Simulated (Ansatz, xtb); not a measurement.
Two isomers of BH8NSbSi+

Structure I: `B[NH2+][SiH2][SbH2]`, a singlet. Structure II: `N[BH][SbH2+][SiH3]`, a singlet. Both are isolated ions in the gas phase, relaxed with B3LYP-D3(BJ)/def2-SVP, each in the lowest conformer that the search found.

Question: Which of the two would you expect CCSD(T)/def2-SVP + ΔMP2/def2-TZVPP electronic energies to favour?

Answer: Structure II; the calculation gives E(II) − E(I) = −12.7 kJ/mol.

How the difference moves with the method:

| level | geometry | E(II) − E(I) (kJ/mol) | departure from the last row (kJ/mol) | job, with rough time for the two |
| --- | --- | --- | --- | --- |
| GFN2-xTB | GFN2-xTB | −0.3 | +12.4 | optimisation, 0.57 s |
| HF/STO-3G | GFN2-xTB | −87.7 | −75.0 | single point, 1.5 s |
| r2SCAN-D4/def2-SVP | GFN2-xTB | −26.3 | −13.6 | single point, 4.9 s |
| B3LYP-D3(BJ)/def2-SVP | B3LYP-D3(BJ)/def2-SVP | −13.8 | −1.1 | optimisation, 4.1 min |
| HF/def2-SVP | B3LYP-D3(BJ)/def2-SVP | −21.8 | −9.1 | part of the CCSD(T) run |
| MP2/def2-SVP | B3LYP-D3(BJ)/def2-SVP | −23.8 | −11.0 | part of the CCSD(T) run |
| CCSD(T)/def2-SVP | B3LYP-D3(BJ)/def2-SVP | −23.3 | −10.6 | single point |
| CCSD(T)/def2-SVP + ΔMP2/def2-TZVPP | B3LYP-D3(BJ)/def2-SVP | −12.7 |  | single point, 49 s |

As drawn, II has 1 B–Sb, 1 Si–H in place of 1 N–Si, 1 B–H.

GFN2-xTB finds them nearly level. The largest departure from CCSD(T)/def2-SVP + ΔMP2/def2-TZVPP is that of HF/STO-3G, 75.0 kJ/mol. The last row adds to CCSD(T) the change of the MP2 difference between the two basis sets, here +10.6 kJ/mol.

With harmonic frequencies from B3LYP-D3(BJ)/def2-SVP (ideal gas, rigid rotor, one conformer each, 298.15 K, 1 atm): on the last row, ΔE + ΔZPE = −17.3 kJ/mol. A mode under 50 cm⁻¹ makes harmonic enthalpies and free energies unreliable, so none is given.

The correlated steps freeze 11 core orbitals; the filled d shell of Sb is correlated, in a basis made for valence electrons. Atoms past krypton carry core potentials in the def2 sets, other sets are all-electron and non-relativistic, and no spin–orbit term is included. Codes used: Ansatz 0.2.0, xtb 6.7.1; the last row on 2 threads of Intel(R) Xeon(R) Platinum 8375C CPU @ 2.90GHz (Ice Lake) on a shared host.
